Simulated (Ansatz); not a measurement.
Start from `[CH3][Ga]([Cl])[Cl]` and change one element to get `[CH3][In]([Cl])[Cl]`.

Ansatz, PBE0-D4/def2-TZVP geometries, multiplicity 1. 

Elements past krypton have def2 core potentials. Scalar relativity is left out up to krypton.

| property | `[CH3][Ga]([Cl])[Cl]` |
| --- | --- |
| HOMO–LUMO gap (B3LYP/def2-TZVPP) / eV | 7.07 |
| size of the dipole moment (B3LYP/def2-TZVPP) / D | 2.77 |
| LUMO energy (B3LYP/def2-TZVPP) / eV | -1.46 |
| HOMO energy (PBE0/def2-TZVPP) / eV | -8.79 |
| LUMO energy (PBE/def2-TZVPP) / eV | -1.98 |
| HOMO energy (PBE/def2-TZVPP) / eV | -7.46 |

Task: Give the same properties after the change, and the shifts. (Estimate.)

Result: Computed: 
| property | `[CH3][In]([Cl])[Cl]` | shift |
| --- | --- | --- |
| HOMO–LUMO gap (B3LYP/def2-TZVPP) / eV | 6.33 | -0.74 |
| size of the dipole moment (B3LYP/def2-TZVPP) / D | 3.70 | 0.93 |
| LUMO energy (B3LYP/def2-TZVPP) / eV | -1.94 | -0.48 |
| HOMO energy (PBE0/def2-TZVPP) / eV | -8.53 | 0.26 |
| LUMO energy (PBE/def2-TZVPP) / eV | -2.50 | -0.52 |
| HOMO energy (PBE/def2-TZVPP) / eV | -7.24 | 0.22 |

With PBE0 the HOMO rises by 0.26 eV and the LUMO falls by 0.43 eV, so the gap narrows by about 0.69 eV. PBE moves the HOMO by 0.22 eV and ωB97M-V by 0.28 eV. Dipoles are sizes alone; their direction can turn.

B3LYP here is the variant with VWN-RPA as its local correlation; programs differ in this.
